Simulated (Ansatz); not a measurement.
`[NH2][Sn][SH]` + `[CH3][V](=[O])([OH])[OH]` → `[CH3][Sn][SH]` + `[NH2][V](=[O])([OH])[OH]`  (redistribution)

Gas-phase electronic energies from Ansatz, PBE0-D4/def2-TZVP geometries. CCSD(T)/CBS adds triple-zeta CCSD(T) − MP2 to the extrapolated MP2 energy (def2 sets, frozen cores). DFT in def2-TZVPP. B3LYP here is the variant with VWN-RPA as its local correlation; programs differ in this. def2 core potentials past Kr. For Sn, V outer-core shells are correlated without core-valence functions, which leaves a few kJ/mol of doubt a bond. Scalar relativity is left out up to krypton. Each species was taken in one conformer, which may not be the lowest.

CCSD(T)/CBS gives -7.7 kJ/mol.

**Question.** Another level gave -13.1 kJ/mol. Which?
A. LC-ωPBE/def2-TZVPP
B. LDA (SPW92)/def2-TZVPP
C. HF/def2-TZVPP
D. B3LYP-D4/def2-TZVPP

**Answer.** D. B3LYP-D4 -13.1, LC-ωPBE -8.4, LDA (SPW92) -20.5, HF/def2-TZVPP 4.0 kJ/mol.

Largest T1 diagnostic among the species: 0.033, so the coupled-cluster value is less sure than usual.

From r2SCAN to r2SCAN0 (25 % exact exchange), in def2-TZVPP and without D4, ΔE moves by +3.6 kJ/mol. In def2-TZVPP, CCSD(T) changes the Hartree–Fock value by −16.4 kJ/mol (the triples alone add −8.1 kJ/mol) and MP2 by −28.0 kJ/mol. Leaving LDA and LC-ωPBE aside and taking each functional with its dispersion term where it has one, the values, not all of them listed here, spread over 14.6 kJ/mol, from revPBE-D4 to BHLYP-D4.
